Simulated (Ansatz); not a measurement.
Isolated molecules relaxed with PBE0-D4/def2-TZVP in Ansatz; ΔE leaves out vibrations. CBS: MP2 limit from def2 TZ/QZ plus the TZ coupled-cluster correction, frozen cores. This one scheme is used for every species. DFT in def2-TZVPP. For Ge outer-core shells are correlated without core-valence functions, which leaves a few kJ/mol of doubt a bond. Scalar relativity is left out up to krypton. One conformer a species, not always the lowest.

Consider the redistribution: `C[O][Ge][OH]` + `N[Si](O)(Cl)Cl` → `[NH2][Ge][OH]` + `CO[Si](O)(Cl)Cl`.

`C[O][Ge][OH]`:

Z-matrix (Å, degrees):
```
C
O 1 1.412
H 1 1.094 2 109.1
H 1 1.092 2 112.3 3 121.0
H 1 1.094 2 109.1 3 -118.0
Ge 2 1.769 1 128.1 3 -120.1
O 6 1.800 2 97.8 1 0.0
H 7 0.961 6 112.9 2 -179.9
```

`N[Si](O)(Cl)Cl`:

Cartesian coordinates in Å:
```
N 1.159 0.387 0.134
Si -0.345 -0.364 -0.058
O -1.500 0.713 -0.439
Cl -0.452 -1.740 -1.559
Cl -0.719 -1.321 1.707
H 1.566 0.899 -0.633
H 1.863 -0.049 0.707
H -1.573 1.474 0.141
```

`[NH2][Ge][OH]`:

Z-matrix (Å, degrees):
```
N
Ge 1 1.829
H 1 1.009 2 127.3
H 1 1.008 2 121.0 3 -179.9
O 2 1.793 1 99.4 3 0.0
H 5 0.961 2 116.5 1 -0.1
```

`CO[Si](O)(Cl)Cl`:

Cartesian coordinates in Å:
```
C -0.316 -0.408 1.569
O 0.001 0.504 0.536
Si 0.315 0.132 -1.002
O 0.587 1.480 -1.849
Cl -1.263 -0.922 -1.762
Cl 1.981 -1.014 -1.162
H 0.518 -1.092 1.753
H -0.507 0.169 2.474
H -1.208 -0.988 1.320
H -0.109 2.139 -1.877
```

**Question.** Is it downhill or uphill in electronic energy at CCSD(T)/CBS, and by how much? (An estimate is asked.)

**Answer.** The calculation gave: Downhill: ΔE = -0.13 eV.

**Question.** What do these levels give: PBE-D4, PBE0-D4, PBE, SCS-MP2/def2-TZVPP, HF/CBS(def2), CCSD/CBS(def2)? (An estimate is asked.)

**Answer.** The calculation gave: PBE-D4 -0.07, PBE0-D4 -0.11, PBE -0.06, SCS-MP2/def2-TZVPP -0.14, HF/CBS(def2) -0.22, CCSD/CBS(def2) -0.15 eV.

Largest T1 diagnostic among the species: 0.015.

In def2-TZVPP, CCSD(T) changes the Hartree–Fock value by +0.08 eV (the triples alone add +0.02 eV) and MP2 by +0.09 eV. From PBE to PBE0 (25 % exact exchange), in def2-TZVPP and without D4, ΔE moves by −0.04 eV.
